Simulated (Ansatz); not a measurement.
The first iterations of a band of ClF$_{3}$H$_{3}$NZr (9 atoms, charge 0, multiplicity 1).

The calculation used RKS PBE/def2-SVP in Ansatz 0.2.0.

```
movable images  : 5
climbing image  : yes
spring          : 5.0 eV/Å²
optimiser       : quadratic models (default)
start path      : through a guess of the saddle point
force threshold : 0.05 eV/Å
iteration limit : 60
end points      : relaxed
```

First end point:

```xyz
9
Properties=species:S:1:pos:R:3
Zr -0.054 0.019 0.169
Cl 0.542 -0.224 2.477
F 1.685 0.053 -0.637
F -0.689 1.739 -0.411
F -0.773 -1.519 -0.734
N -2.352 -0.013 1.090
H -2.905 -0.798 0.716
H -2.869 0.849 0.865
H -2.357 -0.106 2.116
```

Last end point:

```xyz
9
Properties=species:S:1:pos:R:3
Zr -0.202 0.457 0.097
Cl -0.095 1.665 2.162
F 0.356 -1.382 0.115
F 1.287 1.224 -0.836
F -1.601 0.922 -1.138
N -2.145 -0.595 1.183
H -2.545 -1.358 0.616
H -2.912 0.072 1.352
H -1.915 -1.005 2.100
```

| iteration | highest image above the first end (eV) | largest band force component (eV/Å) |
| --- | --- | --- |
| 1 | 9.968 | 28.064 |
| 2 | 2.669 | 5.691 |
| 3 | 1.570 | 3.603 |
| 4 | 0.920 | 1.616 |
| 5 | 0.678 | 1.508 |

Question: Does the band converge within its limit, and where does its top end?

Answer: The forces met the threshold. It ended after 16 iterations with the highest image 0.216 eV above the first end. A vibrational analysis at the climbing image gives one clearly imaginary mode, 42i cm⁻¹: a first-order saddle point.

The run took 83 s on 4 threads of INTEL(R) XEON(R) PLATINUM 8581C CPU @ 2.10GHz (Emerald Rapids) (shared host), peak memory 0.19 GiB.
